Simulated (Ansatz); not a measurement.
Species: InCl, net charge 1, doublet state. 
Structure (B3LYP-D3(BJ)/def2-TZVP (Ansatz, a first-principles code) minimum search):
```
In
Cl 1 2.3457
```
Charge +1, spin multiplicity 2.

Parts of the frozen-core correlation energy in def2-SVP (Ansatz, hartree). Frozen orbitals: 14; correlated occupied orbitals by spin: 5 and 4; virtual: 25 and 26. Open shells are spin-unrestricted. Spin-orbit coupling is left out. In def2 rows, elements after Kr have scalar-relativistic effective core potentials.

```tsv
term	value
reference (HF)	-648.33768
MP2 opposite-spin	-0.11204
MP2 same-spin	-0.03962
CCSD correlation	-0.16954
(T)	-0.00456
CCSDT minus CCSD(T)	-0.00072
CCSDT(Q) minus CCSD(T)	-0.00118
T1 diagnostic	0.020
largest doubles amplitude	0.062
<S^2> of the reference	0.780
```
